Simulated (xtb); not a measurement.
xtb input (GFN2-xTB):

```bash
xtb mol.xyz --gfn 2 --ohess tight --chrg 0 --uhf 0
```
mol.xyz:
```
3

Be    -0.00659565     0.00209902     0.02228156
F      1.24283141    -0.06360310    -0.57776641
F     -1.21095523     0.06611797     0.59308369
```

Output:

```
           -------------------------------------------------
          |                Calculation Setup                |
           -------------------------------------------------

           -------------------------------------------------
          |                 G F N 2 - x T B                 |
           -------------------------------------------------

        Reference                      10.1021/acs.jctc.8b01176
      * Hamiltonian:
        H0-scaling (s, p, d)           1.850000    2.230000    2.230000
        zeta-weighting                 0.500000
      * Dispersion:
        s8                             2.700000
        a1                             0.520000
        a2                             5.000000
        s9                             5.000000
      * Repulsion:
        kExp                           1.500000    1.000000
        rExp                           1.000000
      * Coulomb:
        alpha                          2.000000
        third order                    shell-resolved
        anisotropic                    true
        a3                             3.000000
        a5                             4.000000
        cn-shift                       1.200000
        cn-exp                         4.000000
        max-rad                        5.000000

          ...................................................
          :                      SETUP                      :
          :.................................................:
          :  # basis functions                  12          :
          :  # atomic orbitals                  12          :
          :  # shells                            6          :
          :  # electrons                        16          :
          :  max. iterations                   250          :
          :  Hamiltonian                  GFN2-xTB          :
          :  restarted?                      false          :
          :  GBSA solvation                  false          :
          :  PC potential                    false          :
          :  electronic temp.          300.0000000     K    :
          :  accuracy                    1.0000000          :
          :  -> integral cutoff          0.2500000E+02      :
          :  -> integral neglect         0.1000000E-07      :
          :  -> SCF convergence          0.1000000E-05 Eh   :
          :  -> wf. convergence          0.1000000E-03 e    :
          :  Broyden damping             0.4000000          :
          :  net charge                          0          :
          :  unpaired electrons                  0          :
          ...................................................

 iter      E             dE          RMSdq      gap      omega  full diag
   1     -3.1659504 -0.316595E+01  0.288E+01    2.61       0.0  T
   2     -8.4985125 -0.533256E+01  0.203E+01   37.66       1.0  T
   3     -9.3049428 -0.806430E+00  0.114E+01   21.76       1.0  T
   4    -10.0642532 -0.759310E+00  0.116E+01   12.09       1.0  T
   5     -8.1326020  0.193165E+01  0.506E+01   51.87       1.0  T
   6    -10.3201891 -0.218759E+01  0.346E+00    8.30       1.0  T
[...]
                xx          xy          yy          xz          yz          zz
Molecule has the following symmetry elements: (i) (Cinf) (C2) 2*(sigma)
It seems to be the Dinfh point group
 q only:       -3.427       0.307       2.366       2.772      -0.147       1.060
  q+dip:       -3.691       0.331       2.549       2.986      -0.158       1.142
   full:       -5.186       0.465       3.582       4.196      -0.222       1.605

           -------------------------------------------------
          |                Geometry Summary                 |
           -------------------------------------------------

      molecular mass/u    :       47.0089894
   center of mass at/Å    :        0.0082909       0.0015767       0.0122487
  moments of inertia/u·Å² :        0.3659611E-04   0.7126742E+02   0.7126746E+02
rotational constants/cm⁻¹ :        0.4606400E+06   0.2365405E+00   0.2365404E+00

 * 2 selected distances

     #   Z          #   Z                                           value/Å
     1   4 Be       2   9 F                                       1.3695173 (min)
     1   4 Be       3   9 F                                       1.3695490 (max)

 * 1 distinct bonds (by element types)

   Z      Z             #   av. dist./Å        max./Å        min./Å
   4 Be   9 F           2     1.3695332     1.3695490     1.3695173

           -------------------------------------------------
          |               Frequency Printout                |
           -------------------------------------------------
 vibrational frequencies (cm⁻¹)
eigval :        0.00     0.00     0.00     0.00     0.00   238.05
eigval :      238.07   697.13  1532.53
 reduced masses (amu)
   1: 18.78   2: 19.00   3: 17.08   4: 17.08   5: 17.30   6: 10.93   7: 10.93   8: 19.00
   9: 10.93
 IR intensities (km·mol⁻¹)
   1:  0.00   2:  0.00   3:  0.00   4:  0.00   5:  0.00   6:187.47   7:187.48   8:  0.00
   9:451.09
 Raman intensities (Ä⁴*amu⁻¹)
   1:  0.00   2:  0.00   3:  0.00   4:  0.00   5:  0.00   6:  0.00   7:  0.00   8:  0.00
   9:  0.00
 output can be read by thermo (or use thermo option).
 writing <g98.out> molden fake output.
 recommended (thermochemical) frequency scaling factor: 1.0
           -------------------------------------------------
          |             Thermodynamic Functions             |
           -------------------------------------------------

din symmetry found (for desy threshold:  0.10E+00) used in thermo

          ...................................................
          :                      SETUP                      :
          :.................................................:
          :  # frequencies                           4      :
          :  # imaginary freq.                       0      :
          :  linear?                              true      :
          :  only rotor calc.                    false      :
          :  symmetry                              din      :
          :  rotational number                       2      :
          :  scaling factor                  1.0000000      :
          :  rotor cutoff                   50.0000000 cm⁻¹ :
          :  imag. cutoff                  -20.0000000 cm⁻¹ :
          :.................................................:

    mode    ω/cm⁻¹     T·S(HO)/kcal·mol⁻¹    T·S(FR)/kcal·mol⁻¹   T·S(vib)
   ------------------------------------------------------------------------
       1    238.05    -0.54186 ( 99.81%)    -0.59383 (  0.19%)    -0.54196
       2    238.07    -0.54181 ( 99.81%)    -0.59381 (  0.19%)    -0.54191
   ------------------------------------------------------------------------

   temp. (K)  partition function   enthalpy   heat capacity  entropy
                                   cal/mol     cal/K/mol   cal/K/mol   J/K/mol
 298.15  VIB   2.22                  705.991      4.463      3.955
         ROT   438.                  592.502      1.987     14.074
         INT   973.                 1298.492      6.451     18.030
         TR   0.312E+27             1481.254      4.968     37.451
         TOT                        2779.7462    11.4187    55.4805   232.1306

       T/K    H(0)-H(T)+PV         H(T)/Eh          T*S/Eh         G(T)/Eh
   ------------------------------------------------------------------------
Note: The following floating-point exceptions are signalling: IEEE_INVALID_FLAG IEEE_UNDERFLOW_FLAG IEEE_DENORMAL
normal termination of xtb
    298.15    0.442981E-02    0.105940E-01    0.263606E-01   -0.157666E-01
   ------------------------------------------------------------------------

         :::::::::::::::::::::::::::::::::::::::::::::::::::::
         ::                  THERMODYNAMIC                  ::
         :::::::::::::::::::::::::::::::::::::::::::::::::::::
         :: total free energy         -10.292513430328 Eh   ::
         ::.................................................::
         :: total energy              -10.276746863404 Eh   ::
         :: zero point energy           0.006164223589 Eh   ::
         :: G(RRHO) w/o ZPVE           -0.021930790513 Eh   ::
         :: G(RRHO) contrib.           -0.015766566924 Eh   ::
         :::::::::::::::::::::::::::::::::::::::::::::::::::::

optimized geometry written to: xtbopt.xyz

           -------------------------------------------------
          | TOTAL ENERGY              -10.276746863404 Eh   |
          | TOTAL ENTHALPY            -10.266152832212 Eh   |
          | TOTAL FREE ENERGY         -10.292513430328 Eh   |
          | GRADIENT NORM               0.000084597560 Eh/α |
          | HOMO-LUMO GAP               8.435174650489 eV   |
           -------------------------------------------------

------------------------------------------------------------------------
------------------------------------------------------------------------
 total:
 SCF:
 ANC optimizer:
 analytical hessian:
```
